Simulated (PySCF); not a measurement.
TaOF3, SMILES [Ta]([F])([F])(=[O])[F], multiplicity 1. Geometry: B3LYP-D3(BJ)/def2-SVP. The multiplicity is an assumed one; other spin states were not compared. The isomer is the one that the SMILES or the coordinates give; other isomers of the formula were not compared. The def2 effective core potentials stand for the cores of Ta; spin–orbit coupling is left out.

All values below come from B3LYP-D3(BJ)/def2-SVP (PySCF 2.14.0).

Harmonic wavenumbers (cm⁻¹): 162, 162, 189, 259, 259, 701, 704, 704, 1020. Rotational constants (GHz): 3.225, 3.225, 2.737; symmetry number 3.

**Question.** Work out the zero-point energy and the ideal-gas rigid-rotor harmonic-oscillator thermochemistry at 298.15 K and 1 atm.

**Answer.** ZPE = ½ Σ hcν = ½ × 4161 cm⁻¹ = 5.95 kcal/mol. H − E(el) = 10.29 kcal/mol. Entropy in cal/(mol K): translation 42.50, rotation 24.64, vibration 11.61, total 78.75. G − E(el) = -13.19 kcal/mol. Cp = 19.90 cal/(mol K).
